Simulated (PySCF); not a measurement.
PySCF input file for Se(OH)(SMe) (CH₄OSSe), SMILES CS[Se]O, PBE/pcSseg-1. The structure is a stationary point at PBE-D3(BJ)/def2-SVP. This is a generated structure with no PubChem entry under its InChIKey; it may be hypothetical. The values are those of a single conformer.

```python
import numpy as np
from pyscf import gto, scf, dft
from pyscf.prop.nmr import rks as nmr

mol = gto.M(
    atom='''
    Se   -0.43912981   -0.12370597    0.75636687
    O    -1.68141175    1.06847315    0.08999847
    H    -1.45079069    1.92672344    0.50221026
    S     1.33256128    0.13586933   -0.50606690
    C     0.96364501   -0.87427310   -1.99222414
    H     0.79740330   -1.93326364   -1.71893626
    H     1.85235932   -0.79547262   -2.65068956
    H     0.07988516   -0.46804033   -2.51863025
    ''',
    basis='pcSseg-1',
    charge=0,
    spin=0,
    max_memory=1600,
    verbose=3,
)
mf = dft.RKS(mol, xc='pbe')
mf.grids.level = 3
mf.conv_tol = 1e-10
mf.max_cycle = 100
mf.kernel()
n = nmr.NMR(mf)
n.verbose = 2
n.max_cycle_cphf = 60
sigma = n.kernel()
print('atom   isotropic/ppm   span/ppm')
for i, s in enumerate(sigma):
    w = np.linalg.eigvalsh((s + s.T) / 2)
    print(f'{mol.atom_symbol(i):2s}{i + 1:3d} {w.mean():14.3f} {w[2] - w[0]:11.3f}')
```

Output:

```
converged SCF energy = -2914.54439816109
atom   isotropic/ppm   span/ppm
Se  1         19.484    1614.588
O   2        264.537     290.424
H   3         28.113      19.149
S   4        292.148     533.907
C   5        148.648      58.429
H   6         28.427       9.797
H   7         28.632      12.653
H   8         28.040      10.468
```

The calculation finished and met its thresholds.

Cost: roughly 26 core-seconds.
